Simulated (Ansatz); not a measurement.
Input for Ansatz (a program for electronic structure): R-PBE0/def2-TZVPPD on FHO2S (a complex). Files ending in .json are basis or fitting sets from the Basis Set Exchange.

Ansatz 0.2 input:
```yaml
crystal:
  periodic: [false, false, false]
  atoms:
    - {symbol: F, position_ang: [0.35084368, 0.50696988, -0.65679428]}
    - {symbol: H, position_ang: [0.08404084, 0.72411377, 0.21057448]}
    - {symbol: O, position_ang: [-0.33595288, 0.66260681, 2.00924566]}
    - {symbol: S, position_ang: [-0.19430013, -0.57048940, 2.75158564]}
    - {symbol: O, position_ang: [-0.53505073, -0.55502942, 4.14432633]}
basis:
  gaussian:
    orbitals: def2-TZVPPD.json
hamiltonian:
  xc: {name: PBE0}
scf: {lower_state_search: off}
```

The log:

```
WARN ansatz: RAYON_NUM_THREADS=1 ignored (pool sized by the plan → 1); use --threads N
Functional definition: PBE0
these checks for a lower state are left out or cut short: stability, starts, cluster_reference, orbital_swaps, neighbouring_geometries, increment
integrals: 0.09 GiB planned
980 factors; their error is unknown
mean field: 0.82 GiB planned
mean field evaluation 1: about -17646.9869 eV, gradient 7.2e1 eV
mean field evaluation 2: about -17624.5056 eV, gradient 1.4e2 eV
mean field evaluation 4: about -17654.9317 eV, gradient 1.2e1 eV
mean field evaluation 8: about -17655.1606 eV, gradient 1.2e-1 eV
mean field evaluation 16: about -17655.2130 eV, gradient 2.3e-5 eV
mean field -17655.21298567 eV, -648.8171100902 hartree, gradient 5.7e-6 eV, S^2 0.000000; 0 other end points of the search recorded, 0 dependent functions left out
reference -17655.21302991 eV, -648.8171117158 hartree; 21, 21 occupied and 167, 167 virtual orbitals, 980 factors
Total energy: -17655.21302991 eV, -648.8171117158 hartree
Checks for a lower state left out: stability, starts, cluster_reference, orbital_swaps, neighbouring_geometries, increment
```

The run converged.

Cost: very roughly 2.8 core-seconds.
